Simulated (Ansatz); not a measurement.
Ansatz (a quantum-chemistry and plane-wave program) input for H5PSi, SMILES [SiH3]P, PBE0/def2-TZVPD. Geometry: B3LYP-D3(BJ)/def2-TZVP.

Ansatz 0.2 input:
```yaml
crystal:
  periodic: [false, false, false]
  atoms:
    - {symbol: Si, position_ang: [-1.09666160, -0.00693472, 0.00000000]}
    - {symbol: P, position_ang: [1.16744359, 0.11846040, -0.00000001]}
    - {symbol: H, position_ang: [-1.59246628, 0.69588033, 1.20615717]}
    - {symbol: H, position_ang: [-1.59246627, 0.69588022, -1.20615724]}
    - {symbol: H, position_ang: [-1.62098341, -1.39280827, 0.00000006]}
    - {symbol: H, position_ang: [1.32376232, -0.83938605, 1.03576361]}
    - {symbol: H, position_ang: [1.32376233, -0.83938613, -1.03576353]}
basis:
  gaussian:
    orbitals: def2-TZVPD
hamiltonian:
  xc: {name: PBE0}
```

Output:

```
Functional definition: PBE0
integrals: 0.05 GiB planned
843 factors; their error is unknown
mean field: 0.45 GiB planned
mean field evaluation 1: about -17240.7012 eV, gradient 1.2e1 eV
mean field evaluation 2: about -17241.0529 eV, gradient 7.9e0 eV
mean field evaluation 4: about -17241.2193 eV, gradient 3.2e-1 eV
mean field evaluation 8: about -17241.2496 eV, gradient 1.1e-2 eV
mean field -17241.24957447 eV, -633.6042353230 hartree, gradient 5.9e-5 eV, S^2 0.000000; 0 other end points of the search recorded, 0 dependent functions left out
reference -17241.24960620 eV, -633.6042364890 hartree; 17, 17 occupied and 114, 114 virtual orbitals, 843 factors
Total energy: -17241.24960620 eV, -633.6042364890 hartree
```

Self-consistency was reached.

Cost: very roughly 2.7 core-seconds.
